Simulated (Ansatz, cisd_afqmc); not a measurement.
System: CsBr, charge 1, doublet. CsBr+ (parent SMILES [Br][Cs], doublet).
B3LYP-D3(BJ)/def2-TZVP minimum from Ansatz (a quantum-chemistry and plane-wave program):
```xyz
2

Cs     0.0000     0.0000    -1.5281
Br     0.0000     0.0000     2.4014
```
Charge +1, spin multiplicity 2.

Total energies in def2-SVP, 7 correlated electrons, 18 frozen orbitals. UHF or UKS for unpaired electrons; spin-orbit terms are left out. Correlated methods leave the cores frozen (noble-gas shells, and filled d and f shells in the p block). Past Kr the def2 sets carry scalar-relativistic core potentials. AFQMC/CISD: phaseless, guided by CISD from CCSD amplitudes; bars are statistical, one sigma. Outlying blocks are dropped, and bars are widened where a walk drifts. Over all cases where full CI ran beside it in this data, AFQMC minus full CI had a median of +0.1 mEh and passed +0.4 mEh in a tenth of the cases. Spin-orbit terms, left out, reach several kcal/mol for Br and I, and more for heavier atoms. The spin of BrCs+ (parent SMILES [Br][Cs], doublet) was assumed, and the state is the lowest solution found for it.

```csv
method,program,energy (Eh),minus CCSDTQ (mEh)
HF,Ansatz,-2591.81461,114.64
MP2,Ansatz,-2591.91268,16.56
CCSD,Ansatz,-2591.92747,1.77
CCSD(T),Ansatz,-2591.92889,0.35
CCSDT(Q),Ansatz,-2591.92923,0.01
CCSDTQ,Ansatz,-2591.92924,0.00
AFQMC/CISD,cisd_afqmc,-2591.9290 ± 0.0001,0.2 ± 0.1
```

Rough core times of Ansatz's runs on a shared machine: CCSD(T) under 20 s, CCSDT(Q) 30 s, CCSDTQ 7 min.
